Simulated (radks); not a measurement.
Species: Rh+. Configuration: [Kr] 4d8.

Method: Dirac Kohn-Sham, Slater X-alpha with alpha = 0.891, spin-unpolarised, spherical densities, point nucleus; open shells fill j = l - 1/2 first; computed with a radial shooting solver on a logarithmic mesh with Libxc functionals.

Energy parts (hartree):
total: -4819.78916
kinetic: 5026.85309
electron-nucleus: -11631.65054
Hartree: 1959.93398
exchange: -174.92570

Orbitals (lengths in bohr, moments of r in powers of bohr; r(max) is where P^2 peaks; r(90%) holds 90 % of the orbital's charge):
orbital  occ.  eigenvalue (hartree)  r(90%)     <r^2>   r(max)
1s1/2       2             -850.1999  0.0584  0.001435  0.02116
2s1/2       2             -124.1879   0.219   0.02356   0.1197
2p1/2       2             -115.3097   0.196   0.01763  0.09258
2p3/2       4             -109.9308   0.203   0.01896  0.09666
3s1/2       2             -22.64076   0.573    0.1728   0.3501
3p1/2       2             -19.11617   0.574    0.1683   0.3362
3p3/2       4             -18.18280   0.589    0.1777   0.3458
3d3/2       4             -11.88556   0.579    0.1587   0.2870
3d5/2       6             -11.69931   0.583    0.1615   0.2898
4s1/2       2              -3.44059    1.41     1.070   0.8740
4p1/2       2              -2.35566    1.55     1.258   0.9175
4p3/2       4              -2.20698    1.60     1.334   0.9424
4d3/2       4              -0.58839    2.34     2.602    1.116
4d5/2       4              -0.57216    2.38     2.673    1.127

The highest occupied level is 4d5/2 at -15.569 eV. The density falls to 0.001 e/bohr^3 at r = 3.59 bohr. For comparison, the ionisation energy in NIST's Atomic Spectra Database is 18.080 eV (semi-empirical). In exact Kohn-Sham theory the highest level is minus the ionisation energy, but local and semilocal functionals leave it too shallow, through self-interaction and a potential that decays too fast; potentials with the right tail come closer. Summed over all electrons, <r^2> = 34.25 bohr^2, which gives a Langevin (diamagnetic) susceptibility term of -27.1 x 10^-6 cm^3/mol.

Beside tabulated values, note that spin-unpolarised runs miss the spin-polarisation part of the exchange energy of open shells.
